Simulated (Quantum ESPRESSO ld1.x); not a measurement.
Q: The aim is neutral hafnium in [Xe] 4f14 5d2 6s2. This ld1.x (Quantum ESPRESSO 7.5) run was made with `OMP_NUM_THREADS=1 ld1.x < ld1.in > ld1.out`. Can the result be used? Name any fault.

```
 &input
    zed=72.0,
    iswitch=1,
    rel=1,
    lsd=1,
    dft='B3LPY',
    config='[Xe] 4f14 5d2 6s2',
    prefix='ld1',
    max_out_wfc=37,
    file_charge='ld1.rho',
 /
```

Output (excerpt):

```
     Program LD1 v.7.5 starts

     --------------------------- All-electron run ----------------------------

     scalar relativistic calculation

     atomic number is 72.00
     dft =B3LPY   lsd =1 sic =0 latt =0  beta=0.20 tr2=1.0E-14
     Exchange-correlation= B3LPY
                           (   7  12   9   7   0   0   0)
     EXX-fraction              =        0.20
     mesh =2111 r(mesh) =  99.81654 a.u. xmin = -8.00 dx = 0.00800
     1 Ry =  13.60569312 eV, c = 137.03599908

     n l     nl                  e(Ry)          e(Ha)          e(eV)
     1 0     1S 1( 1.00)     -4799.1172     -2399.5586    -65295.3154
     2 0     2S 1( 1.00)      -820.7386      -410.3693    -11166.7176
     2 1     2P 1( 3.00)      -720.6348      -360.3174     -9804.7365
     3 0     3S 1( 1.00)      -186.9820       -93.4910     -2544.0200
     3 1     3P 1( 3.00)      -157.0844       -78.5422     -2137.2423
     4 0     4S 1( 1.00)       -37.6430       -18.8215      -512.1597
     4 1     4P 1( 3.00)       -27.8350       -13.9175      -378.7140
     3 2     3D 1( 5.00)      -121.7109       -60.8555     -1655.9615
     5 0     5S 1( 1.00)        -4.9260        -2.4630       -67.0214
     5 1     5P 1( 3.00)        -2.6234        -1.3117       -35.6936
     4 2     4D 1( 5.00)       -15.1678        -7.5839      -206.3678
     4 3     4F 1( 7.00)        -1.2222        -0.6111       -16.6283
     5 2     5D 1( 2.00)        -0.2185        -0.1093        -2.9730
     6 0     6S 1( 1.00)        -0.3878        -0.1939        -5.2766
     1 0     1S 2( 1.00)     -4799.1172     -2399.5586    -65295.3165
     2 0     2S 2( 1.00)      -820.7346      -410.3673    -11166.6630
     2 1     2P 2( 3.00)      -720.6317      -360.3158     -9804.6931
     3 0     3S 2( 1.00)      -186.9811       -93.4905     -2544.0074
     3 1     3P 2( 3.00)      -157.0833       -78.5416     -2137.2271
     4 0     4S 2( 1.00)       -37.6397       -18.8198      -512.1140
     4 1     4P 2( 3.00)       -27.8320       -13.9160      -378.6734
     3 2     3D 2( 5.00)      -121.7084       -60.8542     -1655.9276
     5 0     5S 2( 1.00)        -4.8970        -2.4485       -66.6274
     5 1     5P 2( 3.00)        -2.5843        -1.2921       -35.1608
     4 2     4D 2( 5.00)       -15.1644        -7.5822      -206.3225
     4 3     4F 2( 7.00)        -1.2139        -0.6069       -16.5157
     5 2     5D 2( 0.00)        -0.1700        -0.0850        -2.3134
     6 0     6S 2( 1.00)        -0.3474        -0.1737        -4.7270

     final scf error:  6.3E-15 reached in  28 iterations

     Etot =  -30133.255712 Ry,  -15066.627856 Ha, -409983.830010 eV
     Total magnetization:    2.00 Bohr mag.

     Ekin =   33050.243348 Ry,   16525.121674 Ha,  449671.468626 eV
     Encl =  -74404.728535 Ry,  -37202.364267 Ha,-1012327.903342 eV
     Eh   =   11813.180290 Ry,    5906.590145 Ha,  160726.505832 eV
     Exc  =    -591.950815 Ry,    -295.975407 Ha,   -8053.901127 eV
```

A: No (silently wrong). The line at issue: dft='B3LPY'. The misspelt name is read as B3LYP (index line 7 12 9 7), and as for B3LYP no exact exchange is computed, so the numbers are not those of the hybrid. The sound input gives -15069.248 hartree.
